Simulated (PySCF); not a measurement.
## Level sweep

Species: C2H8ClGaS.
SMILES: `C[S+](C)[GaH2-][Cl]`

PySCF, dipoles from the SCF density, polarisabilities from static response with core orbitals frozen. One conformer (not necessarily the lowest) at the PBE0-D3(BJ)/def2-SVP geometry, without solvent, vibrations or thermal averaging. The LDA/def2-SVPD calculation is non-relativistic and has no spin–orbit coupling, an omission that weighs most on gallium.

The anisotropy is √(½[(α1 − α2)² + (α2 − α3)² + (α3 − α1)²]).

```tsv
level	μ (D)	α (Å³)	anisotropy (Å³)
LDA/def2-SVPD	4.348	14.55	1.59
PBE/def2-SVPD	4.380	14.29	1.49
B3LYP/def2-SVPD	4.424	13.84	1.27
PBE0/def2-SVPD	4.433	13.69	1.31
BHandHLYP/def2-SVPD	4.474	13.27	1.12
CAM-B3LYP/def2-SVPD	4.441	13.58	1.17
wB97X-D/def2-SVPD	4.452	13.53	1.19
LC-wPBE/def2-SVPD	4.457	13.19	1.15
HF/def2-SVPD	4.574	12.68	0.95
PBE0/6-31G*	4.583	11.22	1.35
PBE0/def2-SVP	4.368	11.21	1.81
PBE0/aug-cc-pVDZ	4.414	13.81	1.27
PBE0/def2-TZVP	4.436	12.91	1.50
PBE0/def2-TZVPD	4.407	13.89	1.32
```

The dipole runs from 4.35 D (LDA/def2-SVPD) to 4.58 D (PBE0/6-31G*). No reference polarisability is at hand; against PBE0 in the largest diffuse basis at hand (def2-TZVPD) the other PBE0 rows deviate by 6-31G* -19%, def2-SVP -19%, def2-SVPD -1%, aug-cc-pVDZ -1%, def2-TZVP -7%. In one basis (def2-SVPD) the functionals order the polarisability from HF (lowest) to LDA (highest), a spread of 15%. With PBE0 the polarisability is 11.78 Å³ without diffuse functions (mean of 6-31G*, def2-SVP and def2-TZVP) and 13.80 Å³ with them (mean of def2-SVPD, aug-cc-pVDZ and def2-TZVPD).

Without π bonds the low states are Rydberg-like; a valence basis with one diffuse set may place them up to an eV too high.
